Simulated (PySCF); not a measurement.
SeO⁺ at CAM-B3LYP

Level: CAM-B3LYP. basis Se cc-pVDZ-PP with ECP10, O cc-pVDZ; scalar-relativistic core potentials; PySCF 2.14.

* state: ²Π (doublet), unpaired electrons π ↑
* bond length: 1.583 Å
* harmonic wavenumber: 1103 cm⁻¹
* force constant: 9.56 mdyn/Å
* rotational constant Be: 0.5046 cm⁻¹
* anharmonicity ωexe: 4.06 cm⁻¹
* vibration–rotation constant αe: 0.00259 cm⁻¹
* well depth De to Se⁺ + O: 3.74 eV
* dissociation energy D0: 3.68 eV
* bond order (Mayer): 2.37
* dipole moment (positive dipole points towards O; it is taken about the centre of mass and depends on that origin): -2.06 D

Spin–orbit coupling is left out. For an ion De counts to the pair picked by the measured ionisation energies or electron affinities, which need not be the lowest pair at this level. The state is the lowest determinant that a PBE0 search found; another state may lie lower at other levels.
